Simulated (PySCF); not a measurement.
C3H7FSi, SMILES FC1C[SiH2]C1. Coordinates come from a PBE-D3(BJ)/def2-SVP optimisation. The structure was generated by enumeration, and PubChem lists no compound with its InChIKey, so it may never have been made.

The numbers are results of PBE-D3(BJ)/def2-SVP in PySCF, not measurements.

Harmonic wavenumbers (cm⁻¹): 136, 354, 405, 442, 489, 495, 634, 687, 716, 759, 848, 873, 922, 933, 1010, 1026, 1067, 1104, 1162, 1264, 1326, 1352, 1391, 2166, 2178, 2954, 3001, 3006, 3091, 3092. Rotational constants (GHz): 8.700, 2.772, 2.306; symmetry number 1.

**Question.** Work out the zero-point energy and the ideal-gas rigid-rotor harmonic-oscillator thermochemistry at 298.15 K and 1 atm.

**Answer.** ZPE = ½ Σ hcν = ½ × 38881 cm⁻¹ = 55.58 kcal/mol. H − E(el) = 59.79 kcal/mol. Entropy in cal/(mol K): translation 39.41, rotation 26.16, vibration 9.42, total 74.99. G − E(el) = 37.43 kcal/mol. Cp = 24.27 cal/(mol K). Modes under 150 cm⁻¹ make the vibrational entropy uncertain.
